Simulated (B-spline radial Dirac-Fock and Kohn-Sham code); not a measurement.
Co 2p3/2: cross section and angular parameters

System: the free cobalt atom, 1s2 2s2 2p6 3s2 3p6 3d7 4s2; threshold 778.1 eV (tabulated edge). The computed values come from a radial finite-basis atomic code: Dirac-Hartree-Slater photoionisation with a Latter tail; cross sections with all multipoles, angular parameters from the dipole term and its interference with E2.

```
hν (eV)  σ (kb)      β       γ      δ
    800     776  0.630  -0.086  0.013
    832     717  0.863  -0.102  0.009
    877     637  1.057  -0.112  0.008
   1120       ?      ?       ?      ?
   1180     305  1.420   0.048  0.018
 1253.6     261  1.442   0.093  0.020
   1460     175  1.467   0.209  0.024
   1480     169  1.468   0.219  0.024
   2320    47.7  1.410   0.562  0.040
   2470    39.7  1.393   0.609  0.043
   2890    24.9  1.344   0.723  0.052
   2910    24.4  1.342   0.727  0.052
 2984.4    22.6  1.333   0.745  0.054
   4000    9.21  1.217   0.944  0.075
   5100    4.26  1.107   1.095  0.100
   5350    3.65  1.084   1.123  0.106
 5414.7    3.51  1.078   1.130  0.108
   6000    2.51  1.028   1.187  0.121
 8047.8   0.948  0.881   1.338  0.166
  12600   0.203  0.657   1.525  0.259
```

Q: Give the values at 1120 eV.

A: σ = 348 kb, β = 1.394, γ = 0.010, δ = 0.017.
